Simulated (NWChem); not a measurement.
# SiNH3, singlet; SMILES N[SiH]

```xyz
5

Si     0.1161    -0.6872     0.0000
H     -1.4100    -0.8864     0.0000
N      0.0170     1.0284     0.0000
H     -0.8303     1.5879     0.0000
H      0.8492     1.6100     0.0000
```
Atoms are numbered in this order, from 1.

Low-valent species are run as closed-shell singlets; no triplet was tried in these runs. Coordinates come from a PBE0/def2-SVP optimisation.

Question: Give the principal values of the shielding tensors (ppm) of Si1, N3 from B3LYP/6-31G* (spherical d), GIAO (NWChem), with their diamagnetic and paramagnetic parts as GIAO splits them.

Answer: 
```tsv
atom	σ11	σ22	σ33	isotropic	diamagnetic	paramagnetic
Si1	-359.3	324.7	402.0	122.5	878.5	-756.1
N3	-68.1	153.2	225.5	103.5	321.3	-217.8
```
